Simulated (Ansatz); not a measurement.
Several settings on one geometry of BiH2(NMe2) (C₂H₈BiN) (that of the charge 0 singlet, PBE-D4/def2-SVP). Ansatz on 4 threads of Intel Xeon on a shared host; times are rough.

```xyz
12

Bi    0.709    1.610    1.315
H     2.282    1.354    0.386
H     0.240    2.876    0.094
N    -0.487    0.083    0.258
C    -0.338    0.052   -1.183
C    -0.372   -1.237    0.852
H     0.661   -0.317   -1.543
H    -0.497    1.060   -1.616
H    -1.108   -0.626   -1.622
H    -0.491   -1.189    1.955
H    -1.190   -1.893    0.468
H     0.591   -1.774    0.636
```

Totals from different functionals, basis sets or treatments of relativity can't be compared as stabilities.

In the def2 sets Bi takes a core potential; there is no spin–orbit coupling.

**Question.** Give the basis size and estimate the energy, ⟨S²⟩, dipole and time of these runs.

| run | method | charge | state | further keys |
| --- | --- | --- | --- | --- |
| 1 | RKS revPBE-D4/def2-mTZVPP | 0 | singlet | point_charges: [{charge: 2.00, position_ang: [6.575, 0.185, -0.640]}]; forces asked |
| 2 | RKS CAM-B3LYP-D3(BJ)-ATM/def2-TZVP | 0 | singlet | scf: {omitted_lower_state_checks: [starts]}; forces asked |
| 3 | RKS B97/def2-mTZVPP | 0 | singlet | scf: {omitted_lower_state_checks: [starts]}; forces asked |

**Answer.** 
```
run  functions  energy (Eh)  ⟨S²⟩  dipole (D)  wall time
  1        138    -350.4834     –        2.44      4.9 s
  2        191    -350.3232     –        1.23       10 s
  3        138    -350.3864     –        1.03       12 s
```
